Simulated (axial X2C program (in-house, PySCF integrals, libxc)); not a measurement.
**Spin–orbit effects down a group: molecules with F (ions), PBE0**

All values come from calculations with an axial X2C code built on PySCF integrals, spin-free (one-electron X2C) or two-component (2c: spin–orbit coupling with atomic mean-field Coulomb and Gaunt terms, which also bring small scalar terms), in Dyall basis sets with cores contracted in-house; open shells are unrestricted.

Basis sets: C dyall-av3z, F dyall-av3z, Ge dyall-acv3z, Pb dyall-acv3z, Si dyall-av3z, Sn dyall-acv3z.

```csv
molecule,spin-free state,Re (Å),ωe (cm⁻¹),De (eV),2c state,Re 2c (Å),ωe 2c (cm⁻¹),De 2c (eV)
CF⁻,"M_S = 1, Λ = 0",1.408,846.6,3.16,Ω = 1,1.408,846.6,3.16
SiF⁻,"M_S = 1, Λ = 0",1.697,664.8,3.66,Ω = 1,1.697,664.8,3.66
GeF⁻,"M_S = 1, Λ = 0",1.841,510.8,3.08,Ω = 1,1.841,510.4,n/a
SnF⁻,"M_S = 1, Λ = 0",2.030,461.0,2.94,Ω = 1,2.031,459.6,n/a
PbF⁻,"M_S = 1, Λ = 0",2.144,407.9,2.59,Ω = 0,2.193,355.1,1.64
```

**Question.** Work out the shifts from the spin-free to the two-component result.

**Answer.** 

```
molecule  2c state  ΔRe (Å)  Δωe (cm⁻¹)  ΔDe (eV)
     CF⁻     Ω = 1    0.000         0.0      0.00
    SiF⁻     Ω = 1    0.000         0.0      0.00
    GeF⁻     Ω = 1    0.000        -0.4       n/a
    SnF⁻     Ω = 1    0.001        -1.4       n/a
    PbF⁻     Ω = 0    0.049       -52.8     -0.95
```

Shifts of one unit in the last digit are rounding.

Fragments in 2c: F- + C, Si + F-, Ge + F-, Sn + F-, Pb + F-. Each entry is the lowest single determinant of a limited PBE0 search at one distance. De goes to single-determinant-based atoms at the same level (for ions the charge split of lowest energy) and is withheld (n/a) where an atom does not fit its ground term or J level. Main or longest-lived isotopes. One determinant is a doubtful description, or other states lie close, for CF⁻, SiF⁻, GeF⁻, SnF⁻, PbF⁻; these need not be ground states, and all values refer to the states named. Some open-shell Ω = 0 determinants are out of reach, so the Ω given for CF⁻, SiF⁻, GeF⁻, SnF⁻ need not be the lowest component. With several unpaired electrons the Ω given is that of one determinant, not necessarily of the lowest component. Some light 2c atoms are not at their ground J level, so De misses part of their lowering (0.04 eV or less). The functionals have no current term, which raises determinants with orbital currents.
